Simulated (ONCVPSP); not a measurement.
# Configuration tests for Ir (ONCV)

ONCVPSP 4.0.1 input, shortened (lines: element, Z, core and valence counts, functional; n l f; lmax; l rc ep ncon nbas qcut; lloc lpopt rc5 dvloc0; l nproj debl; icmod fcfact rcfact), PBEsol, scalar-relativistic:

```
  Ir 77.00   10    3  -116133      upf
    1    0    2.00
    2    0    2.00
    2    1    6.00
    3    0    2.00
    3    1    6.00
    3    2   10.00
    4    0    2.00
    4    1    6.00
    4    2   10.00
    4    3   14.00
    5    0    2.00
    5    1    6.00
    5    2    7.00
    2
    0    1.55    0.00    4    7    8.80
    1    1.65    0.00    5   10   10.40
    2    1.65    0.00    4    7    5.70
    4    5    1.05    0.00
    0    3    2.60
    1    2    3.60
    2    2    2.00
    3    2.50    1.20
```

In the s channel the program set the typed energies aside and used -4.253, 0.050, 2.650 Ha.

Energies are relative to the spin-unpolarised reference configuration 5s2 5p6 5d7; without spin polarisation the order of configurations can differ from experiment.

Q: Give the all-electron excitation energy and the error of the potential for: 5s2 5p6 5d7 6s2; 5s2 5p6 5d7 6s1; 5s2 5p6 5d6; 5s2 5p6 5d7 6s1 6p1.

A:

```tsv
valence configuration	charge	ΔE all-electron (eV)	error AE − PS (meV)
5s2 5p6 5d7 6s2	0	-27.425	+6.8
5s2 5p6 5d7 6s1	+1	-17.496	+5.0
5s2 5p6 5d6	+3	30.574	-7.5
5s2 5p6 5d7 6s1 6p1	0	-22.040	+7.5
```

Levels in the configuration 5s2 5p6 5d6:

| level | all-electron (eV) | pseudo (eV) |
| --- | --- | --- |
| 5s | -129.619 | -129.635 |
| 5p | -86.078 | -86.091 |
| 5d | -36.918 | -36.922 |
